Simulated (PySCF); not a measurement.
A calculated (MN15, PySCF 2.14, cc-pVTZ-DK, the spin-free X2C one-electron Hamiltonian (Gaussian nucleus)) atom or ion has these occupied shells.

```tsv
shell	electrons	orbital energy (eV)	rms radius, mean of both spins (bohr)
1s α	1	-277.00	0.316
1s β	1	-276.50	0.316
2s α	1	-16.860	1.75
2s β	1	-13.965	1.75
2p α	2	-8.110	1.95
```

(1) Name the element and its charge.

## Answers

(1) C (carbon, neutral), in [He] 2s2 2p2, high-spin 3P determinant.
